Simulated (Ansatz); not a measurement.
Cs₂F (the lowest doublet isomer of a short search) was relaxed with PBE0-D4 (def2-TZVP) in Ansatz in these states: neutral doublet, neutral quartet. The geometries follow in no particular order.

In the def2 sets Cs takes a core potential; there is no spin–orbit coupling.

A:

Cartesian coordinates in Å:
```
Cs -2.550 1.772 0.891
Cs 1.631 -1.031 -2.590
F 0.918 -0.741 1.700
```

B:

```tsv
atom	x (Å)	y (Å)	z (Å)
Cs1	1.083	0.039	2.075
Cs2	-0.903	0.668	-2.054
F3	-0.181	-0.707	-0.021
```

Judge from the bond lengths which geometry belongs to which state (an estimate).

A is the neutral quartet (Cs2–F3 4.359 Å, Cs1–F3 4.359 Å, Cs1–Cs2 6.120 Å); B is the neutral doublet (Cs2–F3 2.559 Å, Cs1–F3 2.559 Å, Cs1–Cs2 4.625 Å).

At PBE0-D4/def2-TZVP a doublet lies 5.77 eV below the neutral quartet. These are the stationary points nearest to one start from a short search; other shapes may lie lower in each state. The neutral quartet has come apart into loosely held pieces.
